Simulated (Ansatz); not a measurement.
`N#[C][GaH][Cl]` + `C[SeH]` → `C[Se][GaH][Cl]` + `C#N` at 700 K and 1 bar (ligand exchange at a Ga–C bond).

Program: Ansatz. Geometries: PBE0-D4/def2-TZVP. ΔE: electronic, gas phase. CCSD(T)/CBS is the MP2 limit (def2-TZVPP, def2-QZVPP) plus CCSD(T) − MP2 in def2-TZVPP, frozen cores. This one scheme is used for every species. For Ga, Se outer-core shells are correlated without core-valence functions, which leaves a few kJ/mol of doubt a bond. Scalar relativity is left out up to krypton. One conformer a species, not always the lowest.

```csv
species,CCSD(T)/CBS energy (Eh),H − E (kJ/mol),S (J/(mol·K))
`N#[C][GaH][Cl]`,-2477.10934,93.3,394.5
`C[SeH]`,-2441.15625,157.6,325.3
`C[Se][GaH][Cl]`,-4824.97287,190.8,473.1
`C#N`,-93.32098,68.7,235.2
```

H − E and S are ideal-gas, rigid-rotor, harmonic terms from PBE0-D4/def2-TZVP, for one conformer and one mirror image of each species. 1 Eh = 2625.50 kJ/mol, R = 8.31446 J/(mol·K).

**Question.** By hand: ΔE, ΔH, ΔS and ΔG.

**Answer.** ΔE = (-4824.97287) + (-93.32098) − (-2477.10934) − (-2441.15625) = -0.02826 Eh = -74.2 kJ/mol. Δ(H − E) = 190.8 + 68.7 − 93.3 − 157.6 = 8.6, so ΔH = -65.6 kJ/mol. ΔS = 473.1 + 235.2 − 394.5 − 325.3 = -11.5 J/(mol·K). ΔG = -65.6 − 700 × (-11.5)/1000 = -57.5 kJ/mol.

**Question.** By hand: the equilibrium constant, and the temperature at which ΔG would vanish if ΔH and ΔS stayed fixed.

**Answer.** log₁₀ K = −ΔG/(RT ln 10) = 4.3. ΔG = 0 at ΔH/ΔS = 5704 K, far beyond where these terms or the molecules hold.

The number of gas molecules stays the same, so ΔS is small and ΔH decides. A doubt of 5 kJ/mol in ΔE shifts log₁₀ K by 0.4 here. Other conformers and mirror images would add mixing entropy, several J/(mol·K) or more a flexible species. Modes under 60 cm⁻¹, often nearly free rotors, make the harmonic entropy too high. These are equilibria of isolated gas molecules and say nothing of rates. Largest T1 diagnostic: 0.014 (customary marks: 0.02 for closed shells, 0.045 for open ones).
